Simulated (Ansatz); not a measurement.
One change: `C=CB(N)[SiH2]F` becomes `NB(O)[SiH2]F`.

Ansatz, PBE0-D4/def2-TZVP geometries, multiplicity 1. Each molecule was computed in one conformer, which needn't be the lowest.

| property | `C=CB(N)[SiH2]F` |
| --- | --- |
| HOMO–LUMO gap (B3LYP/def2-TZVPP) / eV | 5.87 |
| HOMO–LUMO gap (PBE/def2-TZVPP) / eV | 4.18 |
| HOMO–LUMO gap (PBE0/def2-TZVPP) / eV | 6.26 |
| LUMO energy (ωB97M-V/def2-TZVPP) / eV | 0.72 |
| HOMO–LUMO gap (ωB97M-V/def2-TZVPP) / eV | 10.40 |
| HOMO energy (ωB97M-V/def2-TZVPP) / eV | -9.68 |

Problem. Give the same properties after the change, and the shifts. (Best estimate.)

Solution. Ansatz gave: 
| property | `NB(O)[SiH2]F` | shift |
| --- | --- | --- |
| HOMO–LUMO gap (B3LYP/def2-TZVPP) / eV | 7.43 | 1.56 |
| HOMO–LUMO gap (PBE/def2-TZVPP) / eV | 5.63 | 1.45 |
| HOMO–LUMO gap (PBE0/def2-TZVPP) / eV | 7.85 | 1.59 |
| LUMO energy (ωB97M-V/def2-TZVPP) / eV | 1.48 | 0.76 |
| HOMO–LUMO gap (ωB97M-V/def2-TZVPP) / eV | 11.70 | 1.30 |
| HOMO energy (ωB97M-V/def2-TZVPP) / eV | -10.22 | -0.54 |

With PBE0 the HOMO falls by 0.50 eV and the LUMO rises by 1.08 eV, so the gap widens by about 1.58 eV. PBE moves the HOMO by -0.31 eV and ωB97M-V by -0.54 eV.

B3LYP here is the variant with VWN-RPA as its local correlation; programs differ in this.
